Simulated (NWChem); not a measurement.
System: NbF4 cation; SMILES [F][Nb+]([F])([F])[F]

```xyz
5

Nb     0.0002     0.0000     0.0000
F      1.1736     0.8413    -1.0531
F      0.8695    -1.1293     1.0783
F     -1.1583    -0.9128    -1.0092
F     -0.8849     1.2008     0.9839
```
Atoms are numbered in this order, from 1.

Program: NWChem. Coordinates come from a PBE0/def2-SVP optimisation. This spin state was assumed; another may lie lower. def2 effective core potentials on Nb; no spin-orbit coupling. Vertical excitations in the gas phase; the lowest state need not have the same character in each row.

```tsv
level	lowest excitation, singlet (eV)	oscillator strength of that lowest state	orbital gap (eV)
PBE/def2-SVP, TDA	6.86	0.000	6.83
B3LYP/def2-SVP, TDA	7.42	0.000	9.04
BHandHLYP/def2-SVP, TDA	[?]	0.000	[?]
LDA (Slater exchange, VWN5)/def2-SVP, TDA	6.92	0.000	6.89
```

**Question.** Complete the blanks.

**Answer.** 
- BHandHLYP/def2-SVP, TDA, lowest excitation, singlet (eV): 8.35
- BHandHLYP/def2-SVP, TDA, orbital gap (eV): 12.53
